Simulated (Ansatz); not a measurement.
`O[SiH2]N1BCB1` → 2 B• + C• + 7 H• + N• + O• + Si•  (atomization)

Calculated with Ansatz (gas phase, PBE0-D4/def2-TZVP geometries, no zero-point term in ΔE). CCSD(T)/CBS is the MP2 limit (def2-TZVPP, def2-QZVPP) plus CCSD(T) − MP2 in def2-TZVPP, frozen cores. This one scheme is used for every species, atoms too. Functionals use def2-TZVPP. B3LYP here is the variant with VWN-RPA as its local correlation; programs differ in this. No spin–orbit coupling; open shells (•) take unrestricted orbitals. Spin–orbit coupling would lower the free atoms: a little for B, C, O, Si. Each species was taken in one conformer, which may not be the lowest.

```csv
level,ΔE (kJ/mol),difference from CCSD(T)/CBS
r2SCAN-D4,5145.4,37.7
B3LYP-D4,5130.3,22.6
ωB97X-V,5143.2,35.5
r2SCAN,5138.3,30.6
B3LYP,5084.5,-23.2
HF/def2-TZVPP,3822.3,-1285.4
SCS-MP2/def2-TZVPP,5057.2,-50.5
HF/CBS(def2),3833.4,-1274.3
MP2/CBS(def2),5217.6,109.9
CCSD/CBS(def2),5036.2,-71.5
CCSD(T)/CBS,5107.7,0
```

Largest T1 diagnostic among the species: 0.014.

The D4 term adds +45.8 kJ/mol with B3LYP and +24.1 kJ/mol with PBE0; it sums over pairs of atoms, weighted by their polarisabilities, and B3LYP, whose exchange is more repulsive, gets the larger term. From PBE to PBE0 (25 % exact exchange), in def2-TZVPP and without D4, ΔE moves by −69.2 kJ/mol: exact exchange takes away binding that semilocal exchange gives to molecules. In def2-TZVPP, CCSD(T) changes the Hartree–Fock value by +1151.4 kJ/mol (the triples alone add +71.5 kJ/mol) and MP2 by +1261.3 kJ/mol; breaking electron pairs costs correlation energy, which Hartree–Fock lacks.

For atomizations the MP2-based limit and the directly extrapolated one differ by several kJ/mol either way, and by 10 to 25 for some Ge, Se and Sn compounds, so smaller differences from it don't rank the levels.
